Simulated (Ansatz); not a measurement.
Gas-phase reaction in SMILES: CCCC[C@H](C)Cl -> CC[CH]C[C@H](C)Cl + H atom (the C-H bond at the site shown breaks; other sites are not compared here)
Each molecule is optimised on its own at B3LYP-D3(BJ)/def2-TZVP (Ansatz, an electronic-structure program), one conformer each, not searched for the lowest.

Wanted: bond dissociation energy (electronic energy difference), in kcal/mol. Correlated levels leave the core frozen unless marked. UHF or UKS for open shells. No spin-orbit coupling. No relativistic terms. CBS(X,Y): correlation extrapolated as X^-3; Hartree-Fock from the larger set. [CCSD(T)-MP2]/basis is that difference in the basis named.

```csv
level,program,bond dissociation energy (kcal/mol)
r2SCANh-D4/def2-TZVPD,Ansatz + dftd4,100.7
CAM-B3LYP/def2-TZVPD,Ansatz,104.7
B2PLYP-D3(BJ)/def2-TZVPD,Ansatz + dftd3,104.2
SCS-MP2/6-31G,Ansatz,97.2
"RI-MP2/CBS(cc-pV(T+d)Z,cc-pV(Q+d)Z)+[CCSD(T)-MP2]/cc-pV(T+d)Z",Ansatz,(withheld)
```

Task: Fill in the missing entries.

Result: 
- RI-MP2/CBS(cc-pV(T+d)Z,cc-pV(Q+d)Z)+[CCSD(T)-MP2]/cc-pV(T+d)Z, bond dissociation energy (kcal/mol): 107.7
